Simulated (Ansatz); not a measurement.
C2H9AlN2 can be A, `CN[CH2][AlH][NH2]`, or B, `C[N](C)[AlH][NH2]`.

Computed with Ansatz on PBE0-D4/def2-TZVP structures; ΔE is electronic, products minus reactants. CBS: MP2 limit from def2 TZ/QZ plus the TZ coupled-cluster correction, frozen cores. DFT in def2-TZVPP. B3LYP here is the variant with VWN-RPA as its local correlation; programs differ in this. One conformer a species, not always the lowest.

A:

```xyz
14

C    -0.7218    1.2979   -0.9116
N    -1.2635    0.2948   -0.0249
C    -0.7010   -1.0299   -0.2630
Al    1.1605   -1.1494    0.3790
N     1.6933    0.0686    1.5423
H    -0.8162    1.0464   -1.9823
H    -1.2174    2.2563   -0.7411
H     0.3446    1.4387   -0.7012
H    -2.2707    0.2717   -0.1300
H    -1.2658   -1.7611    0.3316
H    -0.8034   -1.3644   -1.3123
H     2.1802   -2.2891   -0.0510
H     1.0840    0.7958    1.8834
H     2.5972    0.1237    1.9811
```

B:

```xyz
14

C    -0.052    1.335   -0.667
N     0.440    0.090   -0.137
C     1.855   -0.078   -0.353
Al   -0.553   -1.125    0.693
N    -2.289   -0.862    0.919
H    -1.125    1.442   -0.489
H     0.111    1.409   -1.753
H     0.447    2.200   -0.206
H     2.201   -1.028    0.062
H     2.439    0.725    0.123
H     2.109   -0.071   -1.424
H     0.130   -2.445    1.229
H    -2.827   -0.067    0.618
H    -2.887   -1.525    1.385
```

**Question.** Which is lower in electronic energy at CCSD(T)/CBS, and by how much? (Estimate.)

**Answer.** Computed: B, by 24.0 kcal/mol.

**Question.** Give E(B) − E(A) in kcal/mol with r2SCAN-D4, ωB97M-V, HF/def2-TZVPP, PBE-D4, MP2/def2-TZVPP, B2PLYP, B3LYP. (An estimate is asked.)

**Answer.** Computed: r2SCAN-D4 -23.9, ωB97M-V -23.0, HF/def2-TZVPP -25.5, PBE-D4 -22.0, MP2/def2-TZVPP -25.1, B2PLYP -24.5, B3LYP -24.0. None reverses the order clearly.

Largest T1 diagnostic: 0.011.
